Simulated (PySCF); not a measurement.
Computed shifts of a molecule C2H4F2Si2, PySCF with PBE/pcSseg-1, GIAO, gas phase, atoms alike by connectivity averaged where their shifts nearly agree, in ppm (number of nuclei): ¹³C: 109.6 (1), 85.3 (1). ²⁹Si: 3.7 (1), -14.1 (1). ¹⁹F: -252.6 (1), -295.3 (1). ¹H: 6.08 (1), 5.83 (1), 5.82 (1), 3.14 (1). References: ¹³C against TMS (σ = 182.0 ppm); ²⁹Si against TMS (σ = 335.4 ppm); ¹⁹F against CFCl3 (σ = 133.6 ppm); ¹H against TMS (σ = 31.49 ppm), references at their B3LYP-D3(BJ)/def2-TZVP geometries, non-relativistic. Geometry optimised at PBE0-D3(BJ)/def2-SVP. Other conformers were not sampled.

Q: Which molecule gave these data?
A) F[SiH](F)C#C[SiH3]
B) C#C[Si@H](F)[SiH2]F
C) FC1=C(F)[SiH2][SiH2]1
D) C#C[Si](F)(F)[SiH3]

A: B, C#C[Si@H](F)[SiH2]F
